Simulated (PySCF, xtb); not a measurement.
CH9ClOSi3, SMILES C[Si@@H](Cl)[SiH2][SiH2]O.

GFN2-xTB in xtb at its own geometry gives an orbital gap of 3.85 eV and a dipole moment of 1.92 D.

Geometry: PBE0-D3(BJ)/def2-SVP. The structure was generated by enumeration; whether it is a known compound was not checked. Other conformers were not sampled.

### Question
What does PBE/def2-TZVP (PySCF) give? (Estimate from the structure and the level; the computed values follow.)

### Answer
gap 5.17 eV (levels -6.56 and -1.40 eV), dipole 0.57 D.
